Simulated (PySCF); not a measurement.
**SiCl₄: how level, basis and relativity move the structure**

Each row is its own optimisation.

Each entry is the lowest minimum that a search over a few typed start shapes (and spin states, where more than one is plausible) found, or that minimum re-optimised at the stated level; isomers with ligand–ligand bonds, or fragments after loss of a ligand pair, can lie lower. Open shells are unrestricted; no spin–orbit coupling; PySCF with density fitting.

```json
{"level": "B3LYP/def2-SVP (no relativity)", "2S+1": "1", "point group": "Td", "mean bond to Si (Å)": "2.049", "gap (eV)": "8.21", "distinct angles (°)": "109", "highest ω (cm⁻¹)": "621"}
{"level": "B3LYP/def2-TZVP (no relativity)", "2S+1": "1", "point group": "Td", "mean bond to Si (Å)": "2.036", "gap (eV)": "8.20", "distinct angles (°)": "109", "highest ω (cm⁻¹)": "603"}
{"level": "PBE/def2-TZVP (no relativity)", "2S+1": "?", "point group": "?", "mean bond to Si (Å)": "?", "gap (eV)": "?", "distinct angles (°)": "?", "highest ω (cm⁻¹)": "?"}
```

(1) Fill in the row of PBE/def2-TZVP (no relativity).

## Answers

(1) 2S+1: 1; point group: Td; mean bond to Si (Å): 2.040; gap (eV): 6.27; distinct angles (°): 109; highest ω (cm⁻¹): 598.

Across these levels the mean bond spreads over 0.013 Å and the highest wavenumber over 23 cm⁻¹; all give the same point group.

Levels that gave another bonding pattern or an unsound solution are left out.
